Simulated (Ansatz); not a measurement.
Consider the ligand exchange at the Al–F bond: `[OH][Al]([F])[F]` + H₂Te → `[OH][Al]([F])[TeH]` + H–F.

Calculated with Ansatz (gas phase, PBE0-D4/def2-TZVP geometries, no zero-point term in ΔE). CCSD(T)/CBS is the MP2 limit (def2-TZVPP, def2-QZVPP) plus CCSD(T) − MP2 in def2-TZVPP, frozen cores. This one scheme is used for every species. DFT in def2-TZVPP. def2 core potentials past Kr. For Te outer-core shells are correlated without core-valence functions, which leaves a few kJ/mol of doubt a bond. Each species was taken in one conformer, which may not be the lowest.

```csv
level,ΔE (kcal/mol)
CAM-B3LYP-D4,18.0
r2SCAN0,15.1
```

Question: What does CCSD(T)/CBS give? (Best estimate.)

Answer: The calculation gave: +14.3 kcal/mol. The listed levels differ from it by 3.7, 0.8 kcal/mol.

Largest T1 diagnostic among the species: 0.013.

The D4 term adds −1.5 kcal/mol with B3LYP and −0.8 kcal/mol with PBE0; it sums over pairs of atoms, weighted by their polarisabilities, and B3LYP, whose exchange is more repulsive, gets the larger term. From r2SCAN to r2SCAN0 (25 % exact exchange), in def2-TZVPP and without D4, ΔE moves by −0.8 kcal/mol.

B3LYP here is the variant with VWN-RPA as its local correlation; programs differ in this.
